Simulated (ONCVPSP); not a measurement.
What one change does to a pseudopotential (zirconium, ONCV)

zirconium (Zr), optimised norm-conserving Vanderbilt (ONCV), made with ONCVPSP 4.0.1 (PW91, scalar-relativistic). Core [Ar] 3d10, reference 4s2 4p6 4d2 5s1 5p1. Waves: 4s+5s: rc 2.05 bohr, ncon 3, nbas 7, qcut 6.9 1/bohr, 2 projectors; 4p+5p: rc 2.05 bohr, ncon 4, nbas 7, qcut 6 1/bohr, 2 projectors; 4d: rc 2.55 bohr, ncon 5, nbas 10, qcut 5.1 1/bohr, 1 projector. Local part: polynomial inside 1.30 bohr (lpopt 5, dvloc0 0 Ha). Core correction: Teter function, fcfact 3.5, rcfact 1.15.

Change: d: qcut 6.8.

Cutoffs: the cutoffs (Ha) at which the residual kinetic energy of the hardest occupied pseudo-wave falls to 1 and 0.1 mHa per electron; they do not see the model core or the augmentation charge, which bear on the density cutoff. Errors are all-electron minus pseudo energies relative to the spin-unpolarised reference configuration.

Problem. How do hardness, ghosts and transferability respond?

Solution. The potential gets neither clearly harder nor softer (14 Ha and 17 Ha → 14 Ha and 17 Ha); the s channel sets the loose cutoff, while the largest relative change is in d, which becomes harder; of the 4 tests that both files solve, the error grows in 0 and shrinks in 1 by more than 15 % and 0.3 meV (median size 2.5 → 1.8 meV); the range in which the d phases agree widens (upper end 1.0 → at the end of the scan); neither file shows a bound ghost.

```csv
quantity,base,changed
"cutoff, loose",14 Ha,14 Ha
"cutoff, tight",17 Ha,17 Ha
loose cutoff by channel,"s 14 Ha, p 10 Ha, d 11 Ha","s 14 Ha, p 10 Ha, d 13 Ha"
bound ghosts,none,none
GHOST(+) flags under 300 eV,s at 136.2 eV,s at 136.2 eV
"error for 4s2 4p6 4d2 5s2 5p0, meV [ΔE -3.06 eV]",0.0,0.0
"error for 4s2 4p6 4d2 5s1 5p0, meV [ΔE 4.13 eV]",-0.7,-0.7
"error for 4s2 4p6 4d2 5s0 5p0, meV [ΔE 17.11 eV]",-4.3,-4.1
"error for 4s2 4p6 4d1 5s2 5p1, meV [ΔE -0.04 eV]",+11,+2.8
s: phases at 2.08 bohr within 0.05 rad from the reference energy up to (Ha; the scan ends near 5),4.0,4.0
p: phases at 2.08 bohr within 0.05 rad from the reference energy up to (Ha; the scan ends near 5),to the end of the scan,to the end of the scan
d: phases at 2.58 bohr within 0.05 rad from the reference energy up to (Ha; the scan ends near 5),1.0,to the end of the scan
"rms error of d²Exc/dni dnj with the model core, mHa",0.53,0.51
```
